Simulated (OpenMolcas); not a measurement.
W5+ (d1) among equal point charges was computed by CASSCF with the d shell active (OpenMolcas, ANO-RCC-VTZP on the metal). Its lowest spin-free states, and all those of the highest spin:

```json
{"2S+1": "2", "Degeneracy": "1", "E (cm-1)": "0.0"}
{"2S+1": "2", "Degeneracy": "2", "E (cm-1)": "3699"}
{"2S+1": "2", "Degeneracy": "2", "E (cm-1)": "20369"}
```

Question: Is the site octahedral, tetrahedral or cube-like, axial, or of lower symmetry?

Answer: The states with 2S+1 = 2 have orbital degeneracies 1, 2, 2. There are pairs but no triples, so the site is axial: not cubic, but with a proper or improper axis of order three or more. The run had W5+ among 3 point charges of -1.5 e arranged as a planar triangle (D3h), 1.8 Å from the ion.

Spin-orbit coupling mixes the spin-free states strongly: the lowest level takes only 62 % from its leading state, 2A1. Point charges carry no covalency, so the field is a model and not that of real ligands. No measured value stands beside these numbers.
